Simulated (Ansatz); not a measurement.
`C[NH][SnH2][OH]`, charge 0, multiplicity 1.

Give a relaxed structure at PBE0-D4/def2-TZVP (Ansatz 0.2.0). (An estimate is asked.)

Computed: 
Z-matrix (Å, degrees):
```
C
N 1 1.451
H 1 1.098 2 114.6
H 1 1.095 2 110.4 3 122.1
H 1 1.094 2 109.7 3 -120.6
Sn 2 2.011 1 120.9 3 75.2
H 2 1.010 1 112.0 3 -64.7
O 6 1.977 2 112.0 1 -56.7
H 6 1.697 2 108.5 1 55.4
H 6 1.707 2 106.9 1 -176.4
H 8 0.960 6 113.5 2 -68.7
```
This is one stationary point; other conformers may exist.
